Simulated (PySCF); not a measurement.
ClCs, charge +1, doublet, geometry from GFN2-xTB (such geometries of metal compounds can be far from the true shape) (a state made from the parent by changing its charge; the spin is typed, not shown lowest) (core potentials on Cs). Base run: PBE0/def2-TZVP (PySCF).

Input for PySCF:
```python
from pyscf import gto, scf, dft

mol = gto.M(
    atom='''
Cs   -0.000000   -0.000000   -0.811463
Cl    0.000000    0.000000    2.625321
''',
    basis='def2-tzvp',
    ecp={'Cs': 'def2-tzvp'},
    charge=1,
    spin=1,
    verbose=5,
)

mf = dft.UKS(mol)
mf.xc = 'pbe0'
mf.kernel()
```

Each row names what was changed in the base input (with any setting that the change needs).

| change | basis functions | E (Eh) | HOMO (eV) |
|---|---|---|---|
| base | 66 | -479.99793 | -13.78 |
| basis = x2c-TZVPall; relativity = spin-free X2C; nucleus = Gaussian (with nucmod='G'; without ecp={'Cs': 'def2-tzvp'}) | 106 | -8247.03069 | -13.78 |
| basis = jorge-DZP-DKH; relativity = spin-free X2C (without ecp={'Cs': 'def2-tzvp'}) | 65 | -8244.95500 | -13.64 |
| basis = x2c-SVPall; relativity = spin-free X2C; nucleus = Gaussian (with nucmod='G'; without ecp={'Cs': 'def2-tzvp'}) | 72 | -8246.55771 | -13.60 |
| basis = x2c-TZVPall; relativity = spin-free X2C (without ecp={'Cs': 'def2-tzvp'}) | 106 | -8247.29404 | -13.78 |
| basis = x2c-SVPall; relativity = none (without ecp={'Cs': 'def2-tzvp'}) | 72 | -7761.36415 | -13.61 |
| basis = jorge-DZP-DKH; relativity = spin-free X2C; nucleus = Gaussian (with nucmod='G'; without ecp={'Cs': 'def2-tzvp'}) | 65 | -8244.69900 | -13.64 |
| basis = jorge-DZP-DKH; relativity = none (without ecp={'Cs': 'def2-tzvp'}) | 65 | -7904.30538 | -13.66 |
| basis = x2c-TZVPall; relativity = none (without ecp={'Cs': 'def2-tzvp'}) | 106 | -7915.84255 | -13.81 |
| basis = x2c-SVPall; relativity = spin-free X2C (without ecp={'Cs': 'def2-tzvp'}) | 72 | -8246.80109 | -13.60 |

Absolute energies of different levels of theory aren't comparable as measures of quality.

Open shells are given as the SCF converged; they aren't shown to be the lowest states, and a large step between rows can be another state.

Basis sets contracted for a relativistic Hamiltonian are a mismatch without it, so the rows without relativity aren't non-relativistic limits. No row has spin-orbit coupling; sets with core potentials leave out the core electrons.
